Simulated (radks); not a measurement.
Problem. The carbon ion C3+, [He] 2s1. Method: non-relativistic Kohn-Sham, r2SCAN, spin-polarised, spherical densities, point nucleus; meta-GGA in the generalised Kohn-Sham scheme; computed with a radial shooting solver on a logarithmic mesh with Libxc functionals. Every spin shell is full or empty, so the densities are truly spherical. Functionals are evaluated on that one density, not self-consistently. Rank these orbital-free kinetic functionals by their error against the exact value of the orbitals, and give that value: Thomas-Fermi, von Weizsacker, TF + vW, TF + vW/9, TF + vW/5, LC94, APBEK, revAPBEK, Pearson, PG1, DePristo-Kress, Ernzerhof.

Solution. Exact: 34.7240 hartree. From best to worst, with 100 (|E| - |E exact|)/|E exact| (equal figures are ties): DePristo-Kress 0.00, APBEK +0.41, LC94 +0.46, TF + vW/9 +0.66, revAPBEK +1.24, Ernzerhof +3.48, Pearson -3.86, von Weizsacker -5.41, TF + vW/5 +9.07, Thomas-Fermi -9.85, PG1 +48.76, TF + vW +84.74.
